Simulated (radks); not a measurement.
All-electron atom: Bi5+ in [Xe] 4f14 5d10. Calculated with a radial shooting solver on a logarithmic mesh with Libxc functionals: scalar-relativistic Kohn-Sham, r2SCAN, spin-polarised, spherical densities, finite nucleus; meta-GGA in the generalised Kohn-Sham scheme; Fermi nuclear charge, rms radius 5.5211 fm.

Unscreened Slater integrals over Kohn-Sham orbitals (eV). They are taken over the spin-up orbitals.

integral,value
"F0(5d,5d)",20.658
"F2(5d,5d)",10.938
"F4(5d,5d)",7.3616
"F0(5d,5p)",22.761
"F2(5d,5p)",11.691
"G1(5d,5p)",14.354
"G3(5d,5p)",8.9775
"F0(5d,4f)",26.389
"F2(5d,4f)",6.5898
"F4(5d,4f)",3.1205
"G1(5d,4f)",1.9874
"G3(5d,4f)",1.9813
"G5(5d,4f)",1.6191
"F0(5p,5p)",25.848
"F2(5p,5p)",13.982
"F0(5p,4f)",31.873
"F2(5p,4f)",9.8385
"G2(5p,4f)",3.4005
"G4(5p,4f)",2.9774
"F0(4f,4f)",56.262
"F2(4f,4f)",28.402
"F4(4f,4f)",18.194
"F6(4f,4f)",13.202
